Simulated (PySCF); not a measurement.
This PySCF input asks for the spin–spin couplings of [Ti(CH3)Br3], CH$_{3}$Br$_{3}$Ti; the geometry comes from GFN2-xTB.

```python
import basis_set_exchange as bse
import numpy as np
from pyscf import gto, dft
from pyscf.data import nist
from pyscf.prop import ssc

atoms = """
C     1.156647    0.059546   -0.101002
Ti   -0.878979   -0.044127    0.070074
Br   -1.843224    1.752246   -1.122695
Br   -1.464313    0.103680    2.354176
Br   -1.620690   -2.101065   -0.823172
H     1.644258   -0.766503    0.444628
H     1.472494   -0.002463   -1.156571
H     1.542865    1.008098    0.309996
"""
names = {"C": "pcJ-1", "Ti": "pcSseg-1", "Br": "pcSseg-1", "H": "pcJ-1"}
basis = {el: gto.basis.parse(bse.get_basis(n, elements=[el], fmt="nwchem")) for el, n in names.items()}
mol = gto.M(atom=atoms, basis=basis, charge=0, verbose=0)
mf = dft.RKS(mol, xc="B3LYP")
mf.grids.level = 2
mf.grids.alignment = dft.numint.BLKSIZE   # the property module wants whole blocks of grid points
mf.conv_tol = 1e-9
mf.kernel()

sc = ssc.RKS(mf)
sc.with_fcsd = True   # Fermi contact and spin-dipole together
sc.max_cycle_cphf = 60
g = {"C": 1.4048236, "H": 5.58569468}   # nuclear g factors of 13C, 1H
sc.nuc_pair = [(i, j) for i in range(mol.natm) for j in range(i + 1, mol.natm)
               if mol.atom_pure_symbol(i) in g and mol.atom_pure_symbol(j) in g]
K = sc.kernel()
unit = nist.HARTREE2J / nist.PLANCK * (0.5 * nist.E_MASS / nist.PROTON_MASS) ** 2
for (i, j), k in zip(sc.nuc_pair, K):
    a, b = mol.atom_pure_symbol(i), mol.atom_pure_symbol(j)
    J = unit * g[a] * g[b] * np.trace(k) / 3
    if abs(J) >= 1:
        print("%s%d %s%d %8.1f Hz" % (a, i, b, j, J))
```

Question: Give the expected output.

Answer: 
```
C0 H5    135.2 Hz
C0 H6    135.3 Hz
C0 H7    135.2 Hz
H5 H6    -14.0 Hz
H5 H7    -13.9 Hz
H6 H7    -14.0 Hz
```

These numbers come from an equivalent density-fitted implementation of the same equations, which agrees with the script to about 0.1 Hz, so last digits may differ.

Size and cost of the density-fitted run: 225 basis functions, 69 s wall time on 1 thread of an Arm Neoverse V2, shared host.
